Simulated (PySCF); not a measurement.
# Vertical excitation energies

As4S4 realgar, As4S4.
Structure used (PBE0-D3(BJ)/def2-SVP), in Å, numbered top down from 1:
```xyz
8
As4S4 angstrom
As     0.9830   -0.8812    1.4526
S     -1.2240   -1.2387    1.5309
As    -1.9227   -0.1046   -0.2680
S     -1.2370    1.8847    0.4865
As     0.9719    1.5680    0.6437
S      1.2594    1.2180   -1.5461
As     0.0365   -0.6251   -1.8689
S      1.2712   -1.9068   -0.5145
```

Method used: TDDFT PBE0/def2-SVPD, vertical, gas phase, core orbitals frozen in the response in PySCF. Relativistic effects, spin–orbit coupling among them, are left out although an element past zinc is present.

Task: What does the calculation give for the low-lying excited states?

Result: 

```json
{"state": "S1", "E (eV)": "3.57", "λ (nm)": "347.2", "ν̃ (cm⁻¹)": "28810", "f": "0.0024", "symmetry": "E", "main configurations (H = HOMO, L = LUMO)": "H→L/L+1 (97%)"}
{"state": "S2", "E (eV)": "3.58", "λ (nm)": "346.3", "ν̃ (cm⁻¹)": "28870", "f": "0.0026", "symmetry": "E", "main configurations (H = HOMO, L = LUMO)": "H→L/L+1 (≥97%)"}
{"state": "S3", "E (eV)": "3.64", "λ (nm)": "340.7", "ν̃ (cm⁻¹)": "29350", "f": "0.0021", "symmetry": "E", "main configurations (H = HOMO, L = LUMO)": "H-1→L/L+1 (≥97%)"}
{"state": "S4", "E (eV)": "3.65", "λ (nm)": "339.9", "ν̃ (cm⁻¹)": "29420", "f": "0.0022", "symmetry": "E", "main configurations (H = HOMO, L = LUMO)": "H-1→L/L+1 (97%)"}
{"state": "S5", "E (eV)": "4.05", "λ (nm)": "306.2", "ν̃ (cm⁻¹)": "32660", "f": "0.0000", "symmetry": "–", "main configurations (H = HOMO, L = LUMO)": "H→L+2 (98%)"}
{"state": "S6", "E (eV)": "4.20", "λ (nm)": "295.1", "ν̃ (cm⁻¹)": "33890", "f": "0.0044", "symmetry": "B2", "main configurations (H = HOMO, L = LUMO)": "H→L+3 (60%), H-1→L+2 (34%)"}
{"state": "S7", "E (eV)": "4.26", "λ (nm)": "291.1", "ν̃ (cm⁻¹)": "34350", "f": "0.026", "symmetry": "B2", "main configurations (H = HOMO, L = LUMO)": "H-1→L+2 (64%), H→L+3 (31%)"}
{"state": "S8", "E (eV)": "4.29", "λ (nm)": "289.3", "ν̃ (cm⁻¹)": "34570", "f": "0.0000", "symmetry": "–", "main configurations (H = HOMO, L = LUMO)": "H-1→L+3 (92%)"}
{"state": "S9", "E (eV)": "4.40", "λ (nm)": "281.7", "ν̃ (cm⁻¹)": "35500", "f": "0.0000", "symmetry": "–", "main configurations (H = HOMO, L = LUMO)": "H-3/H-2→L/L+1 (≥58%), H→L+4 (38%)"}
```

Triplets (Tamm–Dancoff): T1 3.24 eV, H-1→L/L+1 (≥92%); T2 3.25 eV, H-1→L/L+1 (≥90%); T3 3.36 eV, H→L/L+1 (≥91%); T4 3.37 eV, H→L/L+1 (≥92%).

The lowest singlet level (S1/S2) lies at 3.57 eV (347 nm, ultraviolet) and is weak. The most intense listed level is S7 at 4.26 eV (291 nm, f = 0.026), 0.69 eV above S1. S1/S2 and S3/S4 lie within about 0.01 eV of each other in each set; the point group D2d has degenerate representations, and within a degenerate level the listed configurations can mix freely. Löwdin shares by element: HOMO sulfur 96%; LUMO (one of a set within 0.03 eV) arsenic 60% (atoms not listed hold the other 40%). The oscillator strengths of these states sum to 0.040; summed over the whole spectrum of an exact calculation they would give the number of electrons, 196 (Thomas–Reiche–Kuhn). The listed states span 0.83 eV, and the widest gap between neighbours is 0.40 eV (S4 to S5). Of the 9 states listed, 1 reaches f = 0.01 and 3 stay under 0.0005. No computed singlet lies in the visible range (380 to 750 nm); the lowest, at 347 nm, stands 0.31 eV above its violet end (3.26 eV); a Tamm–Dancoff triplet lies at 383 nm, without intensity as long as spin–orbit coupling is left out. Symmetry labels in D2d follow from the direction of the transition dipole and are given only for states with f of 0.002 or more. Orbitals of the list HOMO-3 to LUMO+2 that lie within 0.01 eV of each other are written together with a slash and their weights summed (≥ marks a lower bound); for degenerate orbitals outside that list single weights are arbitrary. Only the lowest 10 singlets were computed, as vertical energies without vibronic structure. The highest level found (4.49 eV, f 0.0000 so far) is left out, since the window may have cut off a degenerate partner.

One conformer stands for the species.
